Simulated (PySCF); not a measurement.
C⁴⁺ (carbon, charge +4): UHF calculation

Configuration: 1s2, closed-shell 1S. All numbers are calculated (PySCF 2.14, no relativity, point nucleus, in an even-tempered Gaussian basis (15 s from 1.2 bohr⁻², ratio 2.2; 7 p from 1.9 bohr⁻², ratio 2.4; 4 d from 5.8 bohr⁻², ratio 2.4; 3 f from 8.8 bohr⁻², ratio 2.4; 3 g from 13 bohr⁻², ratio 2.4)).

| Quantity | Value |
| --- | --- |
| Total energy | -32.361177 hartree |
| One-electron energy | -35.8886 hartree |
| Hartree (Coulomb) energy | 7.0548 hartree |
| Exchange energy | -3.5274 hartree |
| Kinetic energy | 32.36113 hartree |
| ⟨S²⟩ | 0.0000 |
| ⟨L²⟩ | 0.000 |
| Sum of ⟨r⟩ | 0.5335 bohr |
| Sum of ⟨r²⟩ | 0.1914 bohr² |
| Density at the nucleus (Gaussians lack the cusp) | 121 bohr⁻³ |

```
shell  electrons  mean orbital energy (hartree)  rms radius, mean of both spins (bohr)
   1s          2                      -14.41688                                  0.309
```
